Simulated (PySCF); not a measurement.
This PySCF input asks for the NMR shieldings of SMILES CCCc1ccsc1[O-], [C₇H₉OS]-; the geometry comes from GFN2-xTB.

```python
import basis_set_exchange as bse
import numpy as np
from pyscf import gto, dft
from pyscf.prop import nmr

atoms = """
C     1.937866   -0.574414   -0.809223
C     1.640459    0.033741    0.554045
C     0.492539    1.051703    0.474586
C    -0.815569    0.420718    0.094365
C    -1.610602   -0.328115    0.987855
C    -2.742651   -0.842811    0.455275
S    -2.909807   -0.423936   -1.229553
C    -1.311525    0.524263   -1.195272
O    -0.904307    1.095222   -2.207137
H     2.723731   -1.328568   -0.745252
H     1.036711   -1.034646   -1.205229
H     2.248252    0.199960   -1.507822
H     1.362748   -0.760888    1.252897
H     2.541243    0.523232    0.945172
H     0.742834    1.808073   -0.274065
H     0.400675    1.550923    1.448746
H    -1.335025   -0.472458    2.025070
H    -3.506331   -1.435682    0.923885
"""
names = dict.fromkeys(["C", "S", "O", "H"], "pcSseg-1")
basis = {el: gto.basis.parse(bse.get_basis(n, elements=[el], fmt="nwchem")) for el, n in names.items()}
mol = gto.M(atom=atoms, basis=basis, charge=-1, verbose=0)
mf = dft.RKS(mol, xc="PBE0")
mf.grids.level = 2
mf.grids.alignment = dft.numint.BLKSIZE   # the property module wants whole blocks of grid points
mf.conv_tol = 1e-9
mf.kernel()

calc = nmr.RKS(mf)   # GIAO
C = mf.mo_coeff
Co = C[:, mf.mo_occ > 0]
resp = mf.gen_response(singlet=True, hermi=2)
def vind(x):   # induced exchange potential for any number of trial vectors
    d = np.einsum("pi,xij,qj->xpq", C, 2 * x.reshape(-1, C.shape[1], Co.shape[1]), Co, optimize=True)
    return np.einsum("xpq,pi,qj->xij", resp(d - d.transpose(0, 2, 1)), C, Co, optimize=True).ravel()
mo1, _ = nmr.rhf.solve_mo1(calc, with_cphf=vind)
sigma = calc.kernel(mo1)
for i, s in enumerate(sigma):   # ppm
    w = np.linalg.eigvalsh((s + s.T) / 2)
    print("%2d %-2s iso %8.1f  s11 %8.1f  s22 %8.1f  s33 %8.1f" % (i, mol.atom_pure_symbol(i), w.mean(), *w))
```

Task: Give the expected output.

Result: 
```
 0 C  iso    172.6  s11    157.7  s22    174.4  s33    185.6
 1 C  iso    154.6  s11    144.9  s22    149.8  s33    169.2
 2 C  iso    154.3  s11    139.4  s22    155.8  s33    167.7
 3 C  iso     93.7  s11     56.1  s22     79.5  s33    145.7
 4 C  iso     59.2  s11    -29.4  s22     65.4  s33    141.5
 5 C  iso     93.5  s11      9.6  s22    126.2  s33    144.7
 6 S  iso    334.3  s11    128.0  s22    434.3  s33    440.6
 7 C  iso      0.4  s11    -59.7  s22     28.2  s33     32.8
 8 O  iso     14.7  s11   -224.5  s22    -23.2  s33    291.8
 9 H  iso     31.5  s11     26.8  s22     28.7  s33     38.9
10 H  iso     29.8  s11     24.4  s22     30.7  s33     34.3
11 H  iso     31.1  s11     27.2  s22     29.0  s33     37.2
12 H  iso     30.8  s11     26.5  s22     30.1  s33     35.8
13 H  iso     30.5  s11     26.0  s22     28.6  s33     36.9
14 H  iso     29.3  s11     25.7  s22     28.7  s33     33.6
15 H  iso     29.6  s11     24.1  s22     28.7  s33     35.9
16 H  iso     25.7  s11     23.5  s22     25.7  s33     28.0
17 H  iso     27.1  s11     23.9  s22     26.3  s33     31.2
```

These numbers come from an equivalent density-fitted implementation of the same equations, which agrees with the script to about 0.01 ppm for H and up to a few tenths of a ppm for heavy atoms, so last digits may differ.

Task: Turn these shieldings into chemical shifts. Referencing at the same level of theory: TMS for $^{13}$C (186.93 ppm) and $^{1}$H (31.72 ppm); CS2 for $^{33}$S (503.73 ppm); $^{17}$O (336.08 ppm) vs H2O.

Result: Averaging equivalent atoms: C 7: 186.5; C 4: 127.8; C 5: 93.4; C 3: 93.2; C 2: 32.6; C 1: 32.3; C 0: 14.4; S 6: 169; O 8: 321.4; H 16: 6.00; H 17: 4.61; H 14/15: 2.26; H 12/13: 1.08; H 9/10/11: 0.93 ppm. Unscaled 17O shifts of doubly bonded oxygen tend to come out too high, by tens of ppm or more. Experimental scales use liquid or dissolved standards, which lie at an offset from isolated H2O (liquid H2O: subtract about 36 ppm).

Size and cost of the density-fitted run: 205 basis functions, 45 s wall time on 1 thread of an Arm Neoverse V1, shared host; peak memory 0.92 GiB.
